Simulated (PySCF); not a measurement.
A structure optimised at PBE-D3(BJ)/def2-SVP, used in a PySCF frequency run:

```
N
C 1 1.3888
H 2 1.1002 1 116.35
H 2 1.1002 3 118.74 1 146.78
C 1 1.4470 2 117.91 3 -179.18
H 5 1.1085 1 109.79 2 -43.88
H 5 1.1093 6 108.20 1 120.24
H 5 1.1200 6 107.70 7 116.51
C 1 1.4470 2 117.91 3 -33.23
H 9 1.1085 1 109.79 2 43.88
H 9 1.1093 10 108.20 1 -120.24
H 9 1.1200 10 107.70 11 -116.51
```
Charge 0, spin multiplicity 2.

**Question.** Write its SMILES, formula and point group.

**Answer.** [CH2]N(C)C, C₃H₈N, Cs

**Question.** What are its rotational constants (standard atomic weights)?

**Answer.** 9.3444, 8.8228, 4.8834 GHz
